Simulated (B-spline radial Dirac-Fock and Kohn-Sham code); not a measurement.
**Auger decay of the M3 hole in I⁵⁺**

System: I⁵⁺ in the configuration [Kr] 4d10 5s2, inside a Watson sphere of charge -5 and radius 1.8 Å (a model of the Madelung potential; inside it an electron's potential energy is raised by 40.0 eV).

Input of the calculation (task.json; shells as n, l, electrons):

```json
{"items": [{
  "Z": 53,
  "q": 5,
  "cfg": [[1, 0, 2], [2, 0, 2], [2, 1, 6], [3, 0, 2], [3, 1, 6], [3, 2, 10], [4, 0, 2], [4, 1, 6], [4, 2, 10], [5, 0, 2]],
  "A": 127,
  "rrms": 4.75,
  "watson": [-5, 1.8],
  "do": ["binding", "quiet", "decay"],
  "holes": ["K", "L1", "L2", "L3", "M1", "M2", "M3", "M4", "M5", "N1", "N2", "N3", "N4", "N5"]
}]}
```

Run with: `python xray_run.py task.json out`

Model: independent-particle rates on relativistic LDA orbitals of the hole state (multipoles up to L = 3, Coulomb Auger matrix elements, transition energies from Dirac-Fock). Program: an atomic code on a B-spline grid. Kinetic energies are configuration averages from the vacuum level; the two-hole energies are estimated from single-hole states.

```tsv
transition	kinetic energy (eV)	width (meV)	share (%)
M3-M5N1	2.06	681	12.8
M3-M4N2	43.03	113	2.1
M3-M5N2	54.19	778	14.7
M3-M4N3	54.45	669	12.6
M3-M5N3	66.13	1510	28.4
M3-M4N4	141.0	75.6	1.4
M3-M4N5	142.3	52.2	1.0
M3-M5N4	151.9	283	5.3
M3-M5N5	154.2	486	9.2
M3-M4O1	197.9	22.8	0.4
M3-M5O1	209.4	130	2.4
M3-N1N3	496.8	51.5	1.0
M3-N2N3	546.6	58.1	1.1
M3-N3N3	557.5	85.6	1.6
M3-N3N4	642.7	109	2.1
M3-N3N5	645.7	149	2.8
```

Coster-Kronig rates are the weakest part of this model and often come out 1.5 to 2.5 times too large. Channels within a few eV of threshold rest on estimated energies and may be closed in reality. The listed channels hold 99 % of the non-radiative rate. Summed by principal shells, of 5.30 eV in all: MMN 87.6 %, MNN 9.3 %, MMO 2.9 %, MNO 0.2 %.
